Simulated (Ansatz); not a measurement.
Zn8Te7Cl2. Total charge 0; triplet. Geometry PBE-D4/def2-SVP, that of the neutral singlet; atoms count from 1.

Cartesian coordinates in Å:
```
Te 2.9230 -1.0929 3.9447
Te -0.1847 1.8880 3.3730
Te -0.7755 -2.2209 1.7503
Te -0.2390 -1.3744 -2.7806
Te 2.1151 0.6836 -0.1709
Te -4.2383 0.8093 -3.7367
Te -0.1524 3.5205 -3.0240
Zn 1.8931 -2.3865 1.9844
Zn 0.2899 -0.6610 3.6529
Zn -2.4693 -0.1600 -2.2145
Zn 2.0995 0.9663 2.4440
Zn -0.3736 0.5055 1.0802
Zn 0.8583 -1.6909 -0.4662
Zn 0.2740 1.1769 -2.2075
Zn -2.3114 2.3851 -3.5386
Cl 2.5767 -3.3353 0.0160
Cl -2.2856 0.9866 -0.1065
```

In the def2 sets Te takes a core potential; there is no spin–orbit coupling. Single mean-field runs in def2-SVP are fitted with def2-universal-jkfit. At PBE0-D4/def2-SVP a singlet of charge 0 lies 2.94 eV below the triplet at the same geometry.

Problem. Estimate the Mulliken populations from the PBE0/def2-SVP orbitals of Ansatz.

Solution. 
```tsv
atom	charge (e)	spin (α − β)	d electrons
Te1	-0.22	0.08	–
Te2	-0.21	0.22	–
Te3	-0.34	0.00	–
Te4	-0.32	0.07	–
Te5	-0.36	0.00	–
Te6	-0.23	0.33	–
Te7	-0.23	0.31	–
Zn8	0.41	0.01	9.95
Zn9	0.11	0.46	9.94
Zn10	0.40	0.00	9.95
Zn11	0.15	0.43	9.94
Zn12	0.39	0.03	9.95
Zn13	0.37	0.07	9.95
Zn14	0.36	0.01	9.95
Zn15	0.35	-0.03	9.94
Cl16	-0.31	0.01	–
Cl17	-0.33	0.01	–
```
Mulliken values depend strongly on the basis.

Problem. Where does the spin sit?

Solution. Summed by element: Te 1.01, Zn 0.97, Cl 0.02, of 2 unpaired in all. Largest on single atoms: Zn9 0.46, Zn11 0.43, Te6 0.33.

Problem. And the Mayer bond orders between heavy atoms (over 0.3)?

Solution. Te1–Zn8 0.83 (2.56 Å); Te1–Zn9 0.58 (2.68 Å); Te1–Zn11 0.63 (2.68 Å); Te2–Zn9 0.68 (2.61 Å); Te2–Zn11 0.66 (2.63 Å); Te2–Zn12 0.58 (2.68 Å); Te3–Zn8 0.60 (2.68 Å); Te3–Zn9 0.52 (2.68 Å); Te3–Zn12 0.46 (2.84 Å); Te3–Zn13 0.48 (2.80 Å); Te4–Zn10 0.79 (2.60 Å); Te4–Zn13 0.67 (2.58 Å); Te4–Zn14 0.71 (2.66 Å); Te5–Zn11 0.52 (2.63 Å); Te5–Zn12 0.51 (2.79 Å); Te5–Zn13 0.56 (2.70 Å); Te5–Zn14 0.49 (2.79 Å); Te6–Zn10 0.86 (2.53 Å); Te6–Zn15 1.00 (2.50 Å); Te7–Zn14 0.86 (2.52 Å); Te7–Zn15 1.04 (2.49 Å); Zn8–Cl16 0.60 (2.29 Å); Zn9–Zn11 0.35 (2.72 Å); Zn10–Cl17 0.45 (2.41 Å); Zn12–Cl17 0.49 (2.30 Å); Zn13–Cl16 0.44 (2.43 Å).
